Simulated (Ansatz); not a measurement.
```yaml
crystal:
  periodic: [false, false, false]
  atoms:
    - {symbol: C, position_ang: [-3.687268, -2.846873, -1.700343]}
    - {symbol: O, position_ang: [-1.591942, -0.572000, -2.079070]}
    - {symbol: B, position_ang: [1.689872, -1.166490, -1.477075]}
    - {symbol: O, position_ang: [1.878548, 1.907444, -0.062318]}
    - {symbol: C, position_ang: [3.571453, 2.338975, 2.517744]}
    - {symbol: B, position_ang: [-1.504987, 2.036037, 0.083527]}
    - {symbol: H, position_ang: [-3.257642, -4.550483, -3.332242]}
    - {symbol: H, position_ang: [-3.530208, -3.769464, 0.514621]}
    - {symbol: H, position_ang: [-5.873710, -1.928161, -2.054456]}
    - {symbol: H, position_ang: [1.991136, -3.076988, 0.353285]}
    - {symbol: H, position_ang: [3.124326, -1.376420, -3.687470]}
    - {symbol: H, position_ang: [2.879218, 0.809128, 4.238872]}
    - {symbol: H, position_ang: [3.263269, 4.599667, 3.255477]}
    - {symbol: H, position_ang: [5.879577, 1.977761, 1.977324]}
    - {symbol: H, position_ang: [-2.382518, 1.307206, 2.489711]}
    - {symbol: H, position_ang: [-2.499502, 4.260939, -0.940347]}
basis:
  gaussian: {orbitals: x2c-TZVPPall}
hamiltonian: {xc: {name: CAM-B3LYP}, dispersion: d3bjatm}
```

```sh
$ ansatz run in.yaml --threads 4 --pin off --events-out ev --progress --plain --max-ram 11315MiB
```

Shortened log:

```
Functional definition: CAM-B3LYP
1592 factors; their error is unknown
450 factors; integrals over basis functions are off by at most 3.6e-5 eV
mean field evaluation 1: about -7565.6628 eV, gradient 1.3e2 eV
mean field evaluation 2: about -6745.4586 eV, gradient 2.1e2 eV
mean field evaluation 4: about -7225.5636 eV, gradient 2.5e2 eV
mean field evaluation 8: about -7614.9002 eV, gradient 2.3e0 eV
mean field evaluation 16: about -7615.2649 eV, gradient 4.5e-1 eV
mean field evaluation 32: about -7615.2668 eV, gradient 2.3e-4 eV
mean field -7615.26677367 eV, -279.8558921193 hartree, gradient 3.3e-6 eV, S^2 0.000000; 6 other end points of the search recorded, 0 dependent functions left out
reference -7615.26705372 eV, -279.8559024108 hartree; 24, 24 occupied and 302, 302 virtual orbitals, 1592 factors
Total energy: -7615.43623109 eV, -279.8621195644 hartree
Relativity: scalar
```

(1) What is wrong with this run?

## Answers

(1) The geometry is stretched to more than twice its size. The run converged. The result belongs to that input, not to the molecule as meant.
